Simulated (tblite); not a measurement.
Species: C3H9NO3SSi.
Z-matrix (Å and degrees, GFN2-xTB geometry), rows numbered from 1:
```
O 
S   1  1.4292
O   2  1.4344  1  117.75
O   2  1.6358  1  108.01  3  -119.78
C   2  1.7663  1  111.03  3   129.23
C   5  1.5146  2  108.66  1    55.95
C   6  1.5282  5  107.65  2   -80.94
N   7  1.4578  6  106.26  5   -39.66
Si  8  1.7129  7  114.63  6    33.51
H   4  0.9583  2  109.11  1   113.74
H   5  1.0819  2  104.94  1   178.65
H   6  1.0904  5  110.93  2    40.59
H   6  1.0921  5  108.95  2   160.59
H   7  1.0946  6  109.66  5    80.65
H   7  1.0938  6  111.06  5  -158.66
H   8  1.0067  7  113.97  6  -172.80
H   9  1.4690  5  108.47  2  -143.63
H   9  1.4586  5  113.76  2   -18.95
```

Computed with GFN2-xTB (tblite): harmonic, unscaled wavenumbers at the GFN2-xTB geometry, gas phase. The method is semi-empirical: single wavenumbers can be off by several per cent or more. Modes of hydrogen on silicon can be 10 to 20 % off. One conformer, not necessarily the lowest.

Harmonic wavenumbers (cm⁻¹): 49.1, 107.2, 124.9, 140.0, 197.6, 231.5, 244.3, 309.2, 383.8, 420.0, 439.3, 454.8, 487.8, 514.2, 540.6, 593.6, 660.2, 689.1, 761.3, 773.1, 805.4, 863.1, 879.8, 892.5, 950.9, 1037.6, 1042.4, 1100.0, 1121.1, 1130.5, 1161.3, 1181.2, 1222.7, 1261.5, 1269.0, 1315.5, 1351.2, 1461.6, 1482.5, 2226.2, 2319.4, 2932.5, 2953.4, 2973.7, 2998.2, 3039.3, 3476.3, 3614.2.

A = 2155, B = 1057, C = 901.9 MHz; mass 167.007 u (most abundant isotopes); point group C1, symmetry number 1.

Problem. What is the zero-point energy?

Solution. Half the sum of the wavenumbers: 28092 cm⁻¹ = 336.06 kJ/mol.

Problem. What is S at 298.15 K and 1 bar for an ideal gas of classical rigid rotors and harmonic oscillators?

Solution. Translation 172.69, rotation 123.17, vibration 123.63: S = 419.5 J/(mol K).

Problem. And Cp and H(298.15 K) − H(0)?

Solution. Cp = 175.15 J/(mol K), of which vibrations give 141.89 (their classical limit is 48 R = 399.1); H(298.15 K) − H(0) = 30.41 kJ/mol without the zero-point energy, 20.50 from vibrations.

Problem. What must be added to the electronic energy to get the Gibbs energy at 298.15 K and 1 bar?

Solution. ZPE + [H(298.15 K) − H(0)] − T·S = 336.06 + 30.41 − 125.07 = 241.40 kJ/mol.

Problem. Which modes carry the vibrational entropy at 298.15 K?

Solution. 49.1 cm⁻¹: 20.31; 107.2 cm⁻¹: 13.89; 124.9 cm⁻¹: 12.65; 140.0 cm⁻¹: 11.73; 197.6 cm⁻¹: 9.02; 231.5 cm⁻¹: 7.81 J/(mol K); the other 42 give 48.23 together.

Hindered rotation and anharmonicity are outside this model. Other conformers, if any are populated, would add a mixing term that is left out. The structure is chiral; the term R ln 2 for an equal mix with its mirror image is left out.

On Arm Neoverse N1, one thread, on a shared host, this took 1.4 s of wall time. The figure is for the frequency step alone.
